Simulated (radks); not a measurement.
All-electron atom: Dy2+ in [Xe] 4f10.

Method: non-relativistic Kohn-Sham, PBEsol, spin-unpolarised, spherical densities, point nucleus; relativity is left out, which matters for an element this heavy; computed with a radial shooting solver on a logarithmic mesh with Libxc functionals.

Energy parts (eV):
total: -316753.76
kinetic: 316652.58
electron-nucleus: -751961.92
Hartree: 125316.52
exchange-correlation: -6760.94

Orbitals (lengths in bohr, moments of r in powers of bohr):
orbital,occ.,eigenvalue (eV),<r^2>
1s,2,-50194.01,0.0007060
2s,2,-8053.029,0.01119
2p,6,-7675.797,0.008309
3s,2,-1791.089,0.07193
3p,6,-1621.588,0.06714
3d,10,-1305.500,0.05330
4s,2,-355.5247,0.3620
4p,6,-288.4082,0.3813
4d,10,-168.2062,0.4338
5s,2,-55.5223,2.205
5p,6,-37.8810,2.836
4f,10,-20.4928,0.9005

The highest occupied level is 4f at -20.493 eV. The density falls to 0.001 e/bohr^3 at r = 3.40 bohr. For comparison, the ionisation energy in NIST's Atomic Spectra Database is 22.89 eV (semi-empirical). In exact Kohn-Sham theory the highest level is minus the ionisation energy, but local and semilocal functionals leave it too shallow, through self-interaction and a potential that decays too fast; potentials with the right tail come closer.

Beside tabulated values, note that spin-unpolarised runs miss the spin-polarisation part of the exchange energy of open shells.
